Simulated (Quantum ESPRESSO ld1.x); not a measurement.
Pd3+, configuration [Kr] 4d7 (the NIST ground configuration). All-electron calculation, scalar-relativistic Kohn-Sham, LDA (Slater exchange, VWN5 correlation), spin-polarised, spherical densities, point nucleus; open shells are filled with parallel spins first. Program: ld1.x of Quantum ESPRESSO 7.5.

Unscreened Slater integrals over Kohn-Sham orbitals (cm^-1). They are taken over the spin-up orbitals. Empty in this configuration: 5p, 5s.

integral    value
F0(5p,5p)   72493
F2(5p,5p)   39486
F0(5p,5s)   77435
G1(5p,5s)   51432
F0(5p,4d)   88806
F2(5p,4d)   28343
G1(5p,4d)   11416
G3(5p,4d)   10030
F0(5p,4p)   91530
F2(5p,4p)   22723
G0(5p,4p)  4837.1
G2(5p,4p)  6227.8
F0(5s,5s)   84027
F0(5s,4d)  100370
G2(5s,4d)   17464
F0(5s,4p)  104100
G1(5s,4p)  8115.8
F0(4d,4d)  152530
F2(4d,4d)   76646
F4(4d,4d)   50308
F0(4d,4p)  169270
F2(4d,4p)   84022
G1(4d,4p)  105890
G3(4d,4p)   64843
F0(4p,4p)  192940
F2(4p,4p)  101180

Derived for the open shells (J is the average intra-shell exchange parameter used in DFT+U). 4d: Racah B = F2/49 - 5 F4/441 = 993.8 cm^-1, C = 35 F4/441 = 3993 cm^-1, C/B = 4.02, F4/F2 = 0.656, J = (F2 + F4)/14 = 9068 cm^-1.
